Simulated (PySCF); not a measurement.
# Diatomics of Ge with group 15

PBE0 with double-zeta basis sets in PySCF, for the lowest determinant that a PBE0 search found; no spin–orbit coupling. De refers to high-spin ground-configuration atoms. A positive dipole means M(−)Ge(+).

| M | basis | state (unpaired electrons) | Re (Å) | ωe (cm⁻¹) | De (eV) | μ (D) |
| --- | --- | --- | --- | --- | --- | --- |
| P | def2-SVP | doublet (π ↑) | 2.147 | 502 | 3.27 | 1.14 |
| As | cc-pVDZ-PP | doublet (π ↑) | 2.252 | 356 | 2.89 | 0.99 |
| Sb | def2-SVP | doublet (π ↑) | 2.445 | 292 | 2.58 | 0.30 |
| Bi | def2-SVP | doublet (π ↑) | 2.522 | 253 | 2.35 | -0.19 |

The shortest bond is that of GeP (2.147 Å), the longest that of GeBi (2.522 Å).

The rows differ in basis set, which adds steps of its own.

Down a group the atoms grow and get heavier, so bonds lengthen and wavenumbers fall; this series shows no clear exception.

These are scalar-relativistic numbers at best; spin–orbit coupling would shift them, the dissociation energy most. States were picked by a PBE0 search and need not be the measured ground states.
